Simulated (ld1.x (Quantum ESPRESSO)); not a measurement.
# An all-electron radial function and its pseudo partner (Fe (Z = 26))

Columns: radius, all-electron u(r) and pseudo u(r) of the 4s shell (level -5.49 eV) of iron in the configuration [Ar] 3d6 4s2 4p0; LDA (PZ), scalar-relativistic, PAW scheme, ld1.x (Quantum ESPRESSO) 7.5.

| r (bohr) | all-electron | pseudo |
| --- | --- | --- |
| 0.150 | -0.1542 | -0.0658 |
| 0.300 | -0.0334 | -0.1308 |
| 0.450 | 0.1956 | -0.1943 |
| 0.600 | 0.2767 | -0.2554 |
| 0.750 | 0.2240 | -0.3136 |
| 0.900 | 0.1014 | -0.3682 |
| 1.050 | -0.0432 | -0.4186 |
| 1.200 | -0.1831 | -0.4644 |
| 1.350 | -0.3058 | -0.5051 |
| 1.500 | -0.4069 | -0.5405 |
| 1.650 | -0.4862 | -0.5704 |
| 1.800 | -0.5453 | -0.5945 |
| 1.950 | -0.5869 | -0.6127 |
| 2.100 | -0.6135 | -0.6251 |
| 2.250 | -0.6275 | -0.6316 |
| 2.400 | -0.6314 | -0.6323 |
| 2.550 | -0.6271 | -0.6271 |
| 2.700 | -0.6163 | -0.6163 |
| 2.850 | -0.6004 | -0.6004 |
| 3.000 | -0.5808 | -0.5808 |
| 3.150 | -0.5583 | -0.5583 |
| 3.300 | -0.5339 | -0.5339 |
| 3.450 | -0.5082 | -0.5082 |
| 3.600 | -0.4819 | -0.4819 |
| 3.750 | -0.4553 | -0.4553 |
| 3.900 | -0.4288 | -0.4288 |

Q: How many radial nodes do the two functions have?

A: The all-electron 4s function has n − l − 1 = 3 (the table is too coarse to show those close to the nucleus); the pseudo-wave has 0, since the states of the same l below it are removed with the core.

Q: At about which radius was the pseudo-wave matched?

A: 2.60 bohr, where the columns begin to agree (steps of 0.15 bohr).

Q: Where does each function peak?

A: Outermost all-electron maximum near 2.40 bohr, pseudo maximum near 2.40 bohr (to the table’s step).

Q: Is the pseudo-wave norm-conserving?

A: No, it belongs to a PAW set: the norm inside the radius is not constrained, and the difference is carried by the augmentation charge.
